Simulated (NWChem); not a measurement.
System meant: disilicic acid (Si2H6O7); SMILES O[Si](O)(O)O[Si](O)(O)O

Input file for NWChem:

```
start job
memory heap 200 mb stack 900 mb global 1100 mb
geometry units angstroms noautoz
  O      1.056424    -2.537310     0.884469
  Si    -0.012521    -1.480777     0.211523
  O      0.195810    -1.517024    -1.419070
  O     -1.514057    -1.880536     0.743844
  O      0.236812     0.076594     0.727714
  Si     0.018427     1.557821     0.065650
  O      1.230981     2.546930     0.573831
  O     -0.003243     1.275984    -1.574228
  O     -1.400819     2.307468     0.402142
  H      1.843257    -2.697157     0.355321
  H      0.085556    -0.642160    -1.828778
  H     -1.703942    -2.822355     0.771814
  H      2.057161     2.110127     0.800339
  H     -0.426041     1.951791    -2.113332
  H     -1.454219     2.767949     1.244464
end
basis spherical
  * library def2-svp
end
dft
  xc xpbe96 cpbe96
  iterations 4
  mulliken
end
task dft energy
```

End of the output:

```
    Atom       Charge   Shell Charges
 -----------   ------   -------------------------------------------------------
    1 O    8     8.19   1.97  0.88  0.60  2.72  2.01  0.01
    2 Si  14    13.55   2.00  1.92  0.55  0.21  5.81  1.20  0.84  1.03
    3 O    8     8.20   1.97  0.88  0.59  2.72  2.03  0.01
    4 O    8     8.19   1.97  0.88  0.59  2.72  2.01  0.01
    5 O    8     8.28   1.97  0.89  0.60  2.74  2.07  0.01
    6 Si  14    13.55   2.00  1.92  0.54  0.21  5.81  1.20  0.83  1.03
    7 O    8     8.19   1.97  0.88  0.59  2.72  2.01  0.01
    8 O    8     8.18   1.97  0.87  0.59  2.72  2.01  0.01
    9 O    8     8.19   1.97  0.87  0.59  2.73  2.01  0.01
   10 H    1     0.91   0.55  0.17  0.19
   11 H    1     0.94   0.54  0.21  0.20
   12 H    1     0.91   0.55  0.17  0.19
   13 H    1     0.91   0.55  0.17  0.19
   14 H    1     0.91   0.55  0.17  0.18
   15 H    1     0.91   0.55  0.17  0.18

 center of mass
 --------------
 x =  -0.00938703 y =  -0.00500724 z =   0.00934106

 moments of inertia (a.u.)
 ------------------
        2471.204664069591          -0.000000000000          -0.000000000000
          -0.000000000000         871.629883638597          -0.000000000000
          -0.000000000000          -0.000000000000        2496.317402057347

     Multipole analysis of the density
     ---------------------------------

     L   x y z        total         alpha         beta         nuclear
     -   - - -        -----         -----         ----         -------
     0   0 0 0     -0.000000    -45.000000    -45.000000     90.000000

     1   1 0 0      0.488581      0.244291      0.244291     -0.000000
     1   0 1 0      0.442672      0.221336      0.221336     -0.000000
     1   0 0 1      0.041632      0.020816      0.020816     -0.000000

     2   2 0 0    -43.742627   -145.212808   -145.212808    246.682989
     2   1 1 0     -0.607922      0.264332      0.264332     -1.136585
     2   1 0 1      0.974354     -0.040362     -0.040362      1.055077
     2   0 2 0    -42.980027   -561.662414   -561.662414   1080.344801
     2   0 1 1     -0.242554     -0.042431     -0.042431     -0.157692
     2   0 0 2    -45.394547   -138.276871   -138.276871    231.159194

 ------------------------------------------------------------------------
 dft energy failed                                                                                  0
 ------------------------------------------------------------------------
 ------------------------------------------------------------------------
  current input line :
    28: task dft energy
 ------------------------------------------------------------------------
 ------------------------------------------------------------------------
 This type of error is most commonly associated with calculations not reaching convergence criteria
 ------------------------------------------------------------------------
 For more information see the NWChem manual at https://nwchemgit.github.io

0:dft energy failed:Received an Error in Communication
```

**Question.** What is wrong, and how is it mended?

**Answer.** Convergence was not reached. Cause: the SCF was allowed too few iterations. This input runs:
```
start job
memory heap 200 mb stack 900 mb global 1100 mb
geometry units angstroms noautoz
  O      1.056424    -2.537310     0.884469
  Si    -0.012521    -1.480777     0.211523
  O      0.195810    -1.517024    -1.419070
  O     -1.514057    -1.880536     0.743844
  O      0.236812     0.076594     0.727714
  Si     0.018427     1.557821     0.065650
  O      1.230981     2.546930     0.573831
  O     -0.003243     1.275984    -1.574228
  O     -1.400819     2.307468     0.402142
  H      1.843257    -2.697157     0.355321
  H      0.085556    -0.642160    -1.828778
  H     -1.703942    -2.822355     0.771814
  H      2.057161     2.110127     0.800339
  H     -0.426041     1.951791    -2.113332
  H     -1.454219     2.767949     1.244464
end
basis spherical
  * library def2-svp
end
dft
  xc xpbe96 cpbe96
  iterations 150
  mulliken
end
task dft energy
```
It converges to -1108.11225 Ha (PBE/def2-SVP).
